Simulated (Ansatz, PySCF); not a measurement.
Gas-phase reaction (SMILES): C[O][Ge]([Cl])([Cl])[Cl] [trichloro(methoxy)germane] + Cl (HCl) -> [Cl][Ge]([Cl])([Cl])[Cl] [tetrachlorogermane] + CO (CH4O); hydrogen chloride cleaves one Ge-O bond, a model of a ligand-exchange step.

Geometries: B3LYP-D3(BJ)/def2-TZVP minima from Ansatz (an electronic-structure program), one conformer each, not searched for the lowest. Valence correlation only, unless marked. Spin-orbit coupling is left out. The frozen core is the preceding noble-gas configuration, with the filled d and f shells of earlier blocks. Non-relativistic. Basis-set limits of correlation are two-point, X^-3; Hartree-Fock from the larger set. Thermal terms are rigid-rotor harmonic-oscillator values from B3LYP-D3(BJ) frequencies (Ansatz or PySCF) at 298.15 K and 1 atm. 1 Eh = 627.5095 kcal/mol.

```csv
species,"E, CCSD(T)/CBS(def2-TZVPP,def2-QZVPP) (Ansatz) (Eh)","E, B3LYP-D3(BJ)/def2-TZVPD (Ansatz + dftd3) (Eh)",H - E (Eh)
C[O][Ge]([Cl])([Cl])[Cl],-3570.03153,-3573.08681,0.05628
Cl (HCl),-460.37962,-460.83744,0.01000
[Cl][Ge]([Cl])([Cl])[Cl],-3914.80755,-3918.15207,0.01375
CO (CH4O),-115.61116,-115.78119,0.05533
```

Question: Work out ΔE and ΔH at 298.15 K at the first level, then ΔH at the second.

Answer: 
1. ΔE = [(-3914.80755) + (-115.61116)] - [(-3570.03153) + (-460.37962)] = -0.00756 Eh = -4.7 kcal/mol at CCSD(T)/CBS(def2-TZVPP,def2-QZVPP).
2. The terms H - E add up to 0.00280 Eh, so ΔH = (-0.00756 + (0.00280))×627.5095 = -3.0 kcal/mol.
3. At B3LYP-D3(BJ)/def2-TZVPD the same steps give ΔE = -5.7 and ΔH = -3.9 kcal/mol, a shift of -0.9 from the first level.
4. These values are not checked against measurement here, since the tables used lack a sound gas-phase enthalpy of formation for at least one species.
